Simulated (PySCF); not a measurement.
Al(H)(OH)(nPr) (C3H9AlO), SMILES CC[CH2][AlH][OH]. Atoms are numbered in the order given.

```xyz
14

Al    -0.4496     1.1989     0.5802
H     -2.0127     1.2915     0.8538
O      0.5458     2.5199     1.0184
H      0.2458     3.3384     1.4241
C      0.4389    -0.3408    -0.2379
C     -0.4540    -1.5462    -0.5751
C      0.3042    -2.7088    -1.2178
H      1.2617    -0.6528     0.4346
H      0.9536     0.0163    -1.1517
H     -0.9590    -1.9060     0.3401
H     -1.2709    -1.2304    -1.2494
H      0.7854    -2.3940    -2.1590
H     -0.3620    -3.5567    -1.4475
H      1.1010    -3.0777    -0.5503
```
Charge 0, spin multiplicity 1.

Geometry: B3LYP-D3(BJ)/def2-SVP. One conformer was computed; it need not be the lowest.

These are PBE/pcSseg-1 in PySCF values and carry that method's errors.

GIAO shieldings, no solvent; atoms alike by connectivity are averaged. δ = σ(ref) − σ: ¹H against TMS (σ = 31.49 ppm); ¹⁷O against H2O (σ = 334.3 ppm); ¹³C against TMS (σ = 182.0 ppm), references at their B3LYP-D3(BJ)/def2-TZVP geometries, non-relativistic.

```
atoms          nucleus  count  δ (ppm)
-------------  -------  -----  -------
H2                  ¹H      1        ?
H4                  ¹H      1     3.62
H10, H11            ¹H      2        ?
H12, H13, H14       ¹H      3     1.34
H8, H9              ¹H      2     0.55
O3                 ¹⁷O      1        ?
C7                 ¹³C      1        ?
C6                 ¹³C      1     24.6
C5                 ¹³C      1     15.8
```

Task: Complete the blanks. (Estimate from the structure and the level; the computed values follow.)

Result: 
- C7, δ (ppm): 24.7
- H10, H11, δ (ppm): 1.70
- O3, δ (ppm): 98.8
- H2, δ (ppm): 5.31
